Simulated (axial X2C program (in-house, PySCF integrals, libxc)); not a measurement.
# Low determinants of OsF⁺ at the PBE0 level, two-component

Calculated with an in-house relativistic program for diatomic molecules. Two-component (2c) means X2C with spin–orbit coupling and atomic mean-field two-electron Coulomb and Gaunt terms. Basis: Os dyall-cv3z [13s14p9d6f4g], F dyall-av3z [7s6p3d2f] (cores contracted in-house); Gaussian nuclei, density fitting, unrestricted open shells. Masses: Os 191.961 u, F 18.998 u.

Search at 1.792 Å (vertical energies from the lowest determinant):

```csv
ΔE (eV),state,electrons beyond evenly filled partner blocks,"electrons in ±ω = 1/2, 3/2, 5/2, 7/2"
0.00,Ω = 4,"ω = 3/2, ω = 5/2",48 25 9 2
0.36,Ω = 3,"ω = 1/2, ω = 5/2",49 24 9 2
0.74,Ω = 2,"ω = -1/2, ω = 5/2",49 24 9 2
0.85,Ω = 1,"ω = -3/2, ω = 5/2",48 25 9 2
1.24,Ω = 3,"2 × ω = -1/2, ω = 3/2, ω = 5/2",48 25 9 2
1.55,Ω = 0,none,48 24 10 2
1.58,Ω = 5,"2 × ω = 1/2, ω = 3/2, ω = 5/2",48 25 9 2
```

Lowest determinant, Ω = 4 (⟨Sz⟩ = 1.93, ⟨Lz⟩ = 2.07 at PBE0): Re = 1.784 Å, ωe = 757.3 cm⁻¹.

The determinant in row 2 of the search, Ω = 3 (⟨Sz⟩ = 1.86, ⟨Lz⟩ = 1.14 at PBE0), was followed along the bond at PBE0; measured from the minimum of the lowest determinant it gives:

Te = 0.342 eV (2762 cm⁻¹), Re = 1.823 Å, ωe = 727.1 cm⁻¹.

Question: Compare the bond of the determinant in row 2 with that of the lowest one.

Answer: At PBE0 its Re is 0.039 Å longer and its force constant, which goes as ωe², is 0.92 times that of the lowest determinant. This determinant mixes spin states, so it has no term energy of its own.

The search compares states at one distance, so a state with another bond length can lie lower; it is not exhaustive and yields mostly the lowest determinant of each block pattern, so other components and higher states of one pattern are missing. These are energies of single determinants, not of spin-adapted states; PBE0 term energies can be off by some tenths of an eV, and the functional has no current term. Open-shell Ω = 0 determinants with evenly filled partner blocks cannot be reached by this program, so the Ω shown need not be the lowest component. The lowest determinant need not be the ground state where others lie within half an eV. Where ⟨Sz⟩ is far from a half-integer, Re and ωe of a determinant are not those of a level.
